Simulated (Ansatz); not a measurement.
H4SSiSn (`[SiH2]1[S][SnH2]1`). Total charge 0; spin multiplicity 1. Sn: def2 effective core potential. The structure was optimised at the PBE0-D4/def2-TZVP level.

```xyz
7

Si    1.024   -0.375    0.634
S     1.068    0.074   -1.432
Sn   -1.149    0.332   -0.310
H     1.748    0.537    1.552
H     1.215   -1.790    1.035
H    -1.646    1.953   -0.442
H    -2.259   -0.732   -1.037
```

Question: What is the dipole moment at PBE/def2-TZVPP? (An estimate is asked.)

Answer: Computed: 1.98 D, with components (-1.24, -0.06, 1.54) D in this frame, pointing from negative to positive charge.

Question: And with r2SCAN, B3LYP, ωB97M-V? (An estimate is asked.)

Answer: Ansatz gave: r2SCAN 2.09 D, B3LYP 2.16 D, ωB97M-V 2.24 D.

Question: Give the Mulliken charges with PBE, r2SCAN, B3LYP in def2-TZVPP. (Best estimate.)

Answer: Ansatz gave: 
| atom | PBE | r2SCAN | B3LYP |
| --- | --- | --- | --- |
| Si1 | 0.13 | 0.22 | 0.18 |
| S2 | -0.37 | -0.43 | -0.42 |
| Sn3 | 0.50 | 0.52 | 0.53 |
| H4 | -0.04 | -0.06 | -0.05 |
| H5 | -0.04 | -0.06 | -0.05 |
| H6 | -0.09 | -0.09 | -0.10 |
| H7 | -0.09 | -0.09 | -0.10 |

B3LYP here is the variant with VWN-RPA as its local correlation; programs differ in this.
